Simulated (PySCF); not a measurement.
C3H10ClNSi, SMILES CN[C@@H](C)[SiH2]Cl.

The structure is a stationary point at B3LYP-D3(BJ)/def2-SVP. The structure was generated by enumeration; whether it is a known compound was not checked. One conformer was computed; it need not be the lowest.

Two levels are set side by side: PBE/def2-TZVP (PySCF) and PBE0/def2-TZVP (PySCF). Same geometry, gas phase. Differences are taken from unrounded values.

| quantity | PBE0 | PBE | PBE minus PBE0 |
|---|---|---|---|
| orbital gap (eV) | 7.11 | 4.87 | -2.23 |
| highest occupied level (eV) | -6.59 | -5.26 | 1.33 |
| lowest empty level (eV) | 0.52 | -0.39 | -0.90 |
| dipole moment (D) | 2.81 | 2.80 | -0.02 |
| mean polarisability (bohr³) | 83.8 | 87.4 | 3.6 |

Without exact exchange PBE keeps part of each electron's self-repulsion, which lifts occupied levels and narrows the gap. PBE's more diffuse valence density responds more strongly to a field. Differences between two approximate levels are no errors against the true value.

Rough cost on one machine, each run with all the roots and properties that it gave: PBE0 against PBE within a factor of 2.
